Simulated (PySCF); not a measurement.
Electron correlation in Te⁺ (tellurium, charge +1)

[Kr] 4d10 5s1 5p3 6s1, high-spin 6S determinant (an excited configuration). Computed with PySCF 2.14 in aug-cc-pVTZ-DK3, with the spin-free X2C one-electron Hamiltonian (Gaussian nucleus). Frozen: [Kr] 4d10; 5 electrons correlated.

```json
{"level": "CCSD", "correlation energy (mhartree)": "-33.11"}
{"level": "(T)", "correlation energy (mhartree)": "-0.63"}
{"level": "CCSD(T)", "correlation energy (mhartree)": "-33.74"}
```

Diagnostics: T1 = 0.0081, D1 = 0.0250, largest double amplitude 0.028.

The outer electron is Rydberg-like, and this basis confines it to a smaller radius and binds it less than a complete one would.

Cost of the coupled-cluster step: about 1.2 core-seconds, for 5 correlated electrons.
